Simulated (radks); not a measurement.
The numbers below are computed, except where a source is named.
Q: Be, configuration [He] 2s2 (the NIST ground configuration). Code: a radial shooting solver on a logarithmic mesh with Libxc functionals. Model: non-relativistic Kohn-Sham, PBEsol, spin-polarised, spherical densities, point nucleus; hard spherical wall at 2.5 bohr. Some entries of the table are withheld. Estimate them.

| orbital | occ. | eigenvalue (hartree) | <r> (bohr) | <r^2> (bohr^2) |
|---|---|---|---|---|
| 1s | 2 | (1) | (2) | 0.2568 |
| 2s | 2 | 0.73757 | 1.400 | 2.185 |
| 2p | 0 | (3) | 1.326 | 1.939 |
| 3d | 0 | (4) | (5) | 2.576 |
| 3s | 0 | 4.12682 | 1.363 | 2.279 |

A: 
(1) 1s eigenvalue (hartree): -3.19807
(2) 1s <r> (bohr): 0.4325
(3) 2p eigenvalue (hartree): 0.80696
(4) 3d eigenvalue (hartree): 2.08597
(5) 3d <r> (bohr): 1.564
